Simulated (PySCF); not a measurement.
Estimate the missing entries of this data sheet.

Compound: C4H6ClSi2 (doublet state).
Cartesian coordinates in Å at the GFN2-xTB level; atoms count from 1:
```
atom  x, y, z in Å
C1     2.686    1.637    0.621
C2     2.377    1.075   -0.490
Si3    1.589   -0.683   -0.696
Cl4    1.930   -1.270   -2.611
C5    -0.229   -0.557   -0.406
C6    -1.423   -0.448   -0.225
Si7   -3.246   -0.296    0.066
H8     2.624    1.406    1.660
H9     2.559    1.563   -1.441
H10    2.194   -1.641    0.224
H11   -3.613    1.116   -0.056
H12   -3.519   -0.795    1.416
H13   -3.933   -1.107   -0.941
```

```csv
property,level,value
point group of the GFN2-xTB geometry,GFN2-xTB,?
"rotational constants A, B, C of the GFN2-xTB geometry",GFN2-xTB,?
isotropic g value,"unrestricted B3LYP/pcH-1, mean-field spin–orbit",?
spin squared ⟨S²⟩,unrestricted B3LYP/pcH-1,0.759
largest isotropic hyperfine couplings (means over sets of like nuclei),"unrestricted B3LYP/pcH-1, mean-field spin–orbit","13C +305.9 (C1), 29Si -195.9 (Si3), 1H +153.2 (H9), 1H +52.2 (H8), 13C -28.6 (C2) MHz"
```

Gas-phase values; electronic properties from PySCF, density fitting. Isolated species at its GFN2-xTB geometry (one conformer only). GFN2-xTB frequencies show an imaginary mode (22i cm⁻¹), so this geometry is no minimum at that level. Hyperfine couplings depend on the geometry, which wasn't re-optimised at a DFT level. Couplings of like nuclei are plain means over topologically equivalent atoms, as if these changed places fast (by rotation of a methyl-like group, say); in this geometry the members of some sets differ.

(1) Give the rotational constants A, B, C of the GFN2-xTB geometry.

(2) The point group of the GFN2-xTB geometry?

(3) Give the isotropic g value.

## Answers

(1) 1.988, 0.650, 0.514 GHz.

(2) C1.

(3) 2.00240.

⟨S²⟩ is 0.009 above the pure-spin value S(S + 1) = 0.75. With B = h/(8π²I), that is 505.379 GHz u Å² over I, the principal moments of inertia are 254.2, 777.2 and 983.9 u Å² (most abundant isotopes); the inertial defect Ic − Ia − Ib is -47.5 u Å² (zero for a rigid planar frame, negative otherwise). At 9.50 GHz, hν = g·μB·B₀ (B₀ the magnetic field) puts the centre of the isotropic spectrum, to first order, at 339.0 mT.
